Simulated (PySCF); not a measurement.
C3H10Si3, SMILES C[SiH2][SiH2]C#C[SiH3].

The structure is a stationary point at PBE0-D3(BJ)/def2-SVP. The structure was generated by enumeration, and PubChem lists no compound with its InChIKey, so it may never have been made. The values are those of a single conformer.

These are SMD-PBE0/6-31G* (PySCF) values and carry that method's errors.

Solvation free energies are E(SMD) − E(gas) at the gas-phase geometry, for 1 M in both phases. In vacuum the dipole moment is 0.98 D.

**Question.** Rank water, methanol, cyclohexanone by solvation free energy, most negative first.

**Answer.** methanol (-0.5 kcal/mol), cyclohexanone (0.3 kcal/mol), water (4.9 kcal/mol)
